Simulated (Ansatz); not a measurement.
`BC=O` + `C[B](Cl)[InH2]` → `O=CBCl` + `C[BH][InH2]` at 700 K and 1 bar (redistribution).

Isolated molecules relaxed with PBE0-D4/def2-TZVP in Ansatz; ΔE leaves out vibrations. CCSD(T)/CBS is the MP2 limit (def2-TZVPP, def2-QZVPP) plus CCSD(T) − MP2 in def2-TZVPP, frozen cores. def2 core potentials past Kr. For In outer-core shells are correlated without core-valence functions, which leaves a few kJ/mol of doubt a bond. One conformer a species, not always the lowest.

| species | CCSD(T)/CBS energy (Eh) | H − E (kJ/mol) | S (J/(mol·K)) |
| --- | --- | --- | --- |
| `BC=O` | -139.76288 | 143.8 | 330.2 |
| `C[B](Cl)[InH2]` | -715.45322 | 213.3 | 478.0 |
| `O=CBCl` | -598.99716 | 132.4 | 374.0 |
| `C[BH][InH2]` | -256.21482 | 223.6 | 430.9 |

H − E and S are ideal-gas, rigid-rotor, harmonic terms from PBE0-D4/def2-TZVP, for one conformer and one mirror image of each species. 1 Eh = 2625.50 kJ/mol, R = 8.31446 J/(mol·K).

Problem. By hand: ΔE, ΔH, ΔS and ΔG.

Solution. ΔE = (-598.99716) + (-256.21482) − (-139.76288) − (-715.45322) = 0.00412 Eh = 10.8 kJ/mol. Δ(H − E) = 132.4 + 223.6 − 143.8 − 213.3 = -1.1, so ΔH = 9.7 kJ/mol. ΔS = 374.0 + 430.9 − 330.2 − 478.0 = -3.3 J/(mol·K). ΔG = 9.7 − 700 × (-3.3)/1000 = 12.0 kJ/mol.

Problem. By hand: the equilibrium constant, and the temperature at which ΔG would vanish if ΔH and ΔS stayed fixed.

Solution. log₁₀ K = −ΔG/(RT ln 10) = -0.9. ΔH and −TΔS have one sign here, so there is no such temperature. One of them is within its doubt of zero, so this could turn.

The number of gas molecules stays the same, so ΔS is small and ΔH decides. A doubt of 5 kJ/mol in ΔE shifts log₁₀ K by 0.4 here. Other conformers and mirror images would add mixing entropy, several J/(mol·K) or more a flexible species. Modes under 60 cm⁻¹, often nearly free rotors, make the harmonic entropy too high. These are equilibria of isolated gas molecules and say nothing of rates. Largest T1 diagnostic: 0.021 (customary marks: 0.02 for closed shells, 0.045 for open ones).
